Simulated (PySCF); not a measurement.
**Structure from NMR data**

The spectra below were simulated for a compound C4H12Si3.

1H NMR (300 MHz, computed): δ 4.45 (q, 2H), 4.44 (t, 2H), 3.94 (t, 3H), 0.31 (t, 3H), 0.13 (m, 2H).

13C{1H} NMR (computed): δ 117.9 (C), 117.8 (C), -4.6 (CH3), -9.5 (CH2).

Single conformer, no relativistic terms, fast rotation and ring inversion assumed for equivalent nuclei, in vacuum. PBE0/pcSseg-1 with gauge-including orbitals; GFN2-xTB geometry; PySCF 2.14.0 with density-fitted response routines.

Scale: 1H (σref 31.72), 13C (σref 186.93) against TMS (reference shieldings calculated alike).

Question: Choose the structure that fits.
A. C[SiH2]C#C[SiH2]C[SiH3]
B. [SiH3]C([SiH3])([SiH3])C1=CC1
C. C[C@H]([SiH3])[SiH2]C#C[SiH3]
D. CC#C[SiH2][Si@@H](C)[SiH3]
E. C#C[C@@H](C)[SiH]([SiH3])[SiH3]

Answer: A. 

The formula gives 2 degrees of unsaturation (no ring in the answer). 4 carbon signals for 4 carbons: no two carbons are equivalent. Carbon types of the structure: 2 × C, 1 × CH2, 1 × CH3, leaving 7 H on heteroatoms. δC 117.9, 117.8: alkyne carbon. δC -4.6: methyl carbon bonded to Si; an electropositive neighbour leaves it electron-rich and shielded. δC -9.5: sp3 CH2 bonded to 2 Si; an electropositive neighbour leaves it electron-rich and shielded. δH 0.31: hydrogen on a methyl carbon bonded to Si; an electropositive neighbour shields it, as in TMS itself. δH 0.13: hydrogen on an sp3 CH2 bonded to 2 Si; an electropositive neighbour shields it, as in TMS itself.

The others: CC#C[SiH2][Si@@H](C)[SiH3] would give 6 signals for carbon-bound and other non-exchanging H, not 5; C#C[C@@H](C)[SiH]([SiH3])[SiH3] would give 6 signals for carbon-bound and other non-exchanging H, not 5; [SiH3]C([SiH3])([SiH3])C1=CC1 would give 3 signals for carbon-bound and other non-exchanging H, not 5; C[C@H]([SiH3])[SiH2]C#C[SiH3] would give 6 signals for carbon-bound and other non-exchanging H, not 5.

Shifts are as computed. Against solution values, carbons near 30 ppm lie about +3 ppm off and those near 130 ppm about +5 ppm. Of 1313 compounds with measured shifts, 239 miss one by over three times the rms of a fit or turn the order of signals round; such compounds aren't used in these exercises. No couplings were computed; multiplicities are counted from neighbouring protons, with m where these are inequivalent, close in shift, in a saturated or five-membered ring or joined by F or P, and br s for small geminal =CH2 splittings.
